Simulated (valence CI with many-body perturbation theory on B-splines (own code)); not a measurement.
**E1 line list for As XXIX**

Method: configuration interaction combined with many-body perturbation theory (CI+MBPT): three valence electrons over a frozen Dirac-Fock core [He], a basis of 11 s, 11 p, 10 d, 8 f, 5 g, 2 h functions for each j, with the one-electron correlation potential Σ1 (screened to all orders), the two-electron term Σ2, the three-electron term Σ3, Breit, model QED; selected single and double excitations, second order for the rest, scaled by the run's own slope (own B-spline code, finite nucleus).

The last digits are not significant, and no measured levels were compared; by estimate large intervals hold to a few tenths of a per cent, small ones and those within an open d or f shell to about a per cent.

Lines 51 to 100 of 586 in falling wavelength, among levels below 2530.6 eV, chosen from the strongest by gf and those to the six lowest levels. Wavelengths and rates use the calculated energies. Electric multipoles are in the length gauge, E1 and E2 with the static RPA response of the core. Weak lines are less certain than strong ones. Lines between different terms over intervals too small for the method are left out, as are lines whose strength nearly cancels. The highest levels of a list are the least certain.

Levels are named by their leading jj configuration (3d3/2^4 stands for four electrons in 3d with j = 3/2), which in mixed levels can hold well under half, so a name can repeat and another be missing. Letters in brackets count levels of one name in rising energy.

| λ vac (nm) | Upper | Lower | A (s⁻¹) | S (a.u.) with core polarisation | S without |
| --- | --- | --- | --- | --- | --- |
| 71.64 | (2s^2 4p3/2) J=3/2 | (2s^2 4s) J=1/2 | 1.06e+09 | 7.72e-01 | 7.72e-01 |
| 71.03 | (2s 2p1/2 4p3/2) J=5/2 | (2s 2p1/2 4s) J=3/2 | 1.13e+09 | 1.20e+00 | 1.20e+00 |
| 70.81 | (2s 2p3/2 4p3/2) J=3/2 [b] | (2s 2p3/2 4s) J=1/2 | 6.11e+08 | 4.28e-01 | 4.28e-01 |
| 69.10 | (2s 2p3/2 4p3/2) J=1/2 [a] | (2s 2p3/2 4s) J=3/2 [a] | 1.23e+09 | 4.01e-01 | 4.01e-01 |
| 65.94 | (2s 2p3/2 4d5/2) J=7/2 [a] | (2s 2p3/2 4p1/2) J=5/2 | 2.59e+08 | 2.93e-01 | 2.93e-01 |
| 65.75 | (2s 2p1/2 4p3/2) J=3/2 [b] | (2s 2p1/2 4s) J=3/2 | 4.56e+08 | 2.56e-01 | 2.56e-01 |
| 62.70 | (2s 2p3/2 4p3/2) J=5/2 [a] | (2s 2p3/2 4s) J=5/2 | 5.38e+08 | 3.93e-01 | 3.93e-01 |
| 49.72 | (2p3/2^2 3d5/2) J=7/2 | (2p3/2^2 3p3/2) J=5/2 | 6.36e+08 | 3.09e-01 | 3.09e-01 |
| 49.72 | (2p1/2 2p3/2 3d5/2) J=9/2 | (2p1/2 2p3/2 3p3/2) J=7/2 | 8.55e+08 | 5.19e-01 | 5.19e-01 |
| 49.46 | (2p1/2 2p3/2 3d5/2) J=7/2 [a] | (2p1/2 2p3/2 3p3/2) J=5/2 [a] | 6.19e+08 | 2.96e-01 | 2.96e-01 |
| 49.05 | (2s 2p3/2 3d5/2) J=9/2 | (2s 2p3/2 3p3/2) J=7/2 | 7.55e+08 | 4.40e-01 | 4.40e-01 |
| 48.22 | (2p3/2^2 3d5/2) J=9/2 | (2p3/2^2 3p3/2) J=7/2 | 9.30e+08 | 5.14e-01 | 5.14e-01 |
| 46.86 | (2s 2p1/2 3d5/2) J=7/2 | (2s 2p1/2 3p3/2) J=5/2 | 8.50e+08 | 3.45e-01 | 3.45e-01 |
| 46.07 | (2p3/2^2 3d5/2) J=5/2 [b] | (2p3/2^2 3p3/2) J=3/2 [b] | 1.04e+09 | 3.02e-01 | 3.02e-01 |
| 46.00 | (2p1/2 2p3/2 3d5/2) J=5/2 [a] | (2p1/2 2p3/2 3p3/2) J=3/2 [a] | 7.74e+08 | 2.23e-01 | 2.23e-01 |
| 44.86 | (2p1/2^2 3d5/2) J=5/2 | (2p1/2^2 3p3/2) J=3/2 | 1.08e+09 | 2.89e-01 | 2.89e-01 |
| 44.62 | (2s 2p3/2 3d5/2) J=7/2 [c] | (2s 2p3/2 3p3/2) J=5/2 [b] | 8.89e+08 | 3.12e-01 | 3.12e-01 |
| 44.50 | (2p1/2 2p3/2 3d5/2) J=7/2 [b] | (2p1/2 2p3/2 3p3/2) J=5/2 [b] | 1.05e+09 | 3.66e-01 | 3.66e-01 |
| 42.71 | (2p3/2^2 3p1/2) J=5/2 | (2p3/2^2 3s) J=3/2 | 1.01e+09 | 2.32e-01 | 2.32e-01 |
| 41.50 | (2s 2p3/2 3d5/2) J=5/2 [b] | (2s 2p3/2 3p3/2) J=3/2 [b] | 8.98e+08 | 1.90e-01 | 1.90e-01 |
| 41.05 | (2s 2p1/2 3d5/2) J=5/2 [a] | (2s 2p1/2 3p3/2) J=3/2 [a] | 8.26e+08 | 1.69e-01 | 1.69e-01 |
| 40.82 | (2s^2 3d5/2) J=5/2 | (2s^2 3p3/2) J=3/2 | 1.17e+09 | 2.36e-01 | 2.36e-01 |
| 39.84 | (2p3/2^2 3p1/2) J=3/2 | (2p3/2^2 3s) J=5/2 | 1.47e+09 | 1.83e-01 | 1.83e-01 |
| 39.34 | (2s 2p3/2 3d5/2) J=7/2 [a] | (2s 2p3/2 3p1/2) J=5/2 | 7.74e+08 | 1.86e-01 | 1.86e-01 |
| 38.12 | (2s 2p1/2 3d5/2) J=5/2 [b] | (2s 2p1/2 3p3/2) J=3/2 [b] | 1.38e+09 | 2.26e-01 | 2.26e-01 |
| 37.96 | (2s 2p3/2 3d5/2) J=5/2 [a] | (2s 2p3/2 3p3/2) J=3/2 [a] | 9.51e+08 | 1.54e-01 | 1.54e-01 |
| 37.82 | (2p1/2 2p3/2 3d5/2) J=5/2 [b] | (2p1/2 2p3/2 3p3/2) J=3/2 [b] | 1.43e+09 | 2.30e-01 | 2.30e-01 |
| 37.16 | (2p1/2 2p3/2 3d3/2) J=5/2 [a] | (2p1/2 2p3/2 3p1/2) J=3/2 [a] | 1.37e+09 | 2.08e-01 | 2.09e-01 |
| 36.78 | (2s 2p3/2 3p1/2) J=3/2 [a] | (2s 2p3/2 3s) J=5/2 | 1.44e+09 | 1.42e-01 | 1.42e-01 |
| 36.66 | (2p1/2 2p3/2 3d3/2) J=7/2 | (2p1/2 2p3/2 3p1/2) J=5/2 | 1.13e+09 | 2.20e-01 | 2.20e-01 |
| 36.59 | (2p3/2^2 3p1/2) J=5/2 | (2p3/2^2 3s) J=5/2 | 9.35e+08 | 1.36e-01 | 1.36e-01 |
| 36.48 | (2s 2p1/2 3d3/2) J=5/2 | (2s 2p1/2 3p1/2) J=3/2 | 1.11e+09 | 1.60e-01 | 1.60e-01 |
| 36.35 | (2s 2p3/2 3d5/2) J=7/2 [b] | (2s 2p3/2 3p3/2) J=5/2 [a] | 1.43e+09 | 2.71e-01 | 2.71e-01 |
| 36.00 | (2p3/2^2 3d3/2) J=7/2 | (2p3/2^2 3p1/2) J=5/2 | 1.91e+09 | 3.51e-01 | 3.51e-01 |
| 35.73 | (2p3/2^2 3p3/2) J=5/2 | (2p3/2^2 3s) J=5/2 | 1.48e+09 | 2.00e-01 | 2.00e-01 |
| 35.10 | (2p1/2 2p3/2 3p3/2) J=7/2 | (2p1/2 2p3/2 3s) J=5/2 | 3.04e+09 | 5.19e-01 | 5.19e-01 |
| 35.03 | (2p1/2^2 3d3/2) J=3/2 | (2p1/2^2 3p1/2) J=1/2 | 1.91e+09 | 1.62e-01 | 1.62e-01 |
| 34.96 | (2s 2p3/2 3d3/2) J=5/2 [b] | (2s 2p3/2 3p1/2) J=3/2 [b] | 1.33e+09 | 1.68e-01 | 1.68e-01 |
| 34.77 | (2s 2p1/2 3p3/2) J=3/2 [b] | (2s 2p1/2 3s) J=1/2 [b] | 1.53e+09 | 1.27e-01 | 1.27e-01 |
| 34.59 | (2s 2p1/2 3d3/2) J=3/2 [a] | (2s 2p1/2 3p1/2) J=1/2 [a] | 1.61e+09 | 1.32e-01 | 1.32e-01 |
| 34.37 | (2p3/2^2 3p3/2) J=7/2 | (2p3/2^2 3s) J=5/2 | 3.06e+09 | 4.91e-01 | 4.91e-01 |
| 34.32 | (2p3/2^2 3d3/2) J=3/2 [b] | (2p3/2^2 3p1/2) J=1/2 | 2.12e+09 | 1.69e-01 | 1.69e-01 |
| 34.30 | (2p1/2 2p3/2 3p3/2) J=5/2 [a] | (2p1/2 2p3/2 3s) J=3/2 [a] | 2.29e+09 | 2.74e-01 | 2.74e-01 |
| 34.16 | (2p3/2^2 3p3/2) J=3/2 [b] | (2p3/2^2 3s) J=1/2 [b] | 1.62e+09 | 1.28e-01 | 1.28e-01 |
| 34.12 | (2s 2p3/2 3p1/2) J=5/2 | (2s 2p3/2 3s) J=5/2 | 1.85e+09 | 2.18e-01 | 2.18e-01 |
| 33.72 | (2s 2p3/2 3p3/2) J=5/2 [b] | (2s 2p3/2 3s) J=3/2 [b] | 1.64e+09 | 1.86e-01 | 1.86e-01 |
| 33.32 | (2p1/2 2p3/2 3p1/2) J=3/2 [b] | (2p1/2 2p3/2 3s) J=5/2 | 2.79e+09 | 2.04e-01 | 2.04e-01 |
| 32.21 | (2s^2 3d3/2) J=3/2 | (2s^2 3p1/2) J=1/2 | 1.91e+09 | 1.26e-01 | 1.26e-01 |
| 32.10 | (2p1/2^2 3p3/2) J=3/2 | (2p1/2^2 3s) J=1/2 | 3.35e+09 | 2.19e-01 | 2.19e-01 |
| 31.88 | (2s 2p3/2 3p3/2) J=5/2 [a] | (2s 2p3/2 3s) J=3/2 [a] | 2.12e+09 | 2.04e-01 | 2.04e-01 |
